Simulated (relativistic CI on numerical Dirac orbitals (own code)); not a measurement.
Calculated at this level of theory: Dirac-Coulomb-Breit CI, orbitals from a KLI potential per configuration, QED by a radiative potential, unscaled Slater integrals (own radial code, finite nucleus).

Configurations in the expansion (outside the closed core [Ne]): 3s²3p⁶, 3s²3p⁵3d, 3s3p⁶3d, 3s²3p⁵4s, 3s²3p⁵4p, 3s²3p⁵4d, 3s3p⁶4s, 3p⁶3d4p, 3s²3p⁵4f, 3s3p⁶4p, 3s3p⁶4d, 3s3p⁶4f, 3s²3p⁵5s, 3s²3p⁵5p, 3s²3p⁵5d, 3s²3p⁵5f, 3s²3p⁵5g, 3s3p⁶5s, 3s3p⁶5p, 3s3p⁶5d, 3s²3p⁵6s, 3s3p⁶5f, 3p⁶3d², 3p⁵3d³, 3p⁵3d²4s, 3p⁵3d²4p, 3p⁵3d²4d, 3p⁶3d4s, 3p⁵3d4s², 3p⁵3d4s4p, 3p⁵3d4s4d. Double excitations out of closed p, d and f shells are left out; levels of such configurations are missing from the list, as are those of other unlisted configurations, and high levels can miss mixing partners. These lack a partner that the ground configuration has and come out too high: 3s²3p⁵4f, 3s²3p⁵5s, 3s²3p⁵5p, 3s²3p⁵5d, 3s²3p⁵5f.

At this charge energies of transitions that change n are usually good to better than 1 %, and those within a shell (Δn = 0) to a few per cent.

Outline of the computed level scheme of Rh XXVIII. Lowest level of each configuration: 3s²3p⁶ ¹S0 at 0.000 eV; 3s²3p⁵3d ³P°0 at 121.905 eV; 3s3p⁶3d ³D1 at 265.321 eV; 3p⁶3d² ³F2 at 539.358 eV; 3p⁵3d³ ⁵F°2 at 656.827 eV.

Some strong electric-dipole decays among the lowest 45 levels: 3s²3p⁵3d ¹P°1 → 3s²3p⁶ ¹S0 (8.3e+11 s⁻¹); 3s3p⁶3d ³D3 → 3s²3p⁵3d ³F°4 (1.4e+11 s⁻¹); 3s3p⁶3d ³D2 → 3s²3p⁵3d ³F°3 (1.4e+11 s⁻¹); 3s3p⁶3d ³D1 → 3s²3p⁵3d ³P°2 (6.8e+10 s⁻¹); 3s3p⁶3d ³D1 → 3s²3p⁵3d ³P°1 (6.8e+10 s⁻¹); 3s²3p⁵3d ³D°1 → 3s²3p⁶ ¹S0 (5.3e+10 s⁻¹); 3s3p⁶3d ³D2 → 3s²3p⁵3d ³P°2 (4.8e+10 s⁻¹); 3s3p⁶3d ³D1 → 3s²3p⁵3d ³P°0 (4.0e+10 s⁻¹).

LS names give the leading component of a level, which can be under half, so a name can repeat, a term be missing and a line seem to break the LS rules.
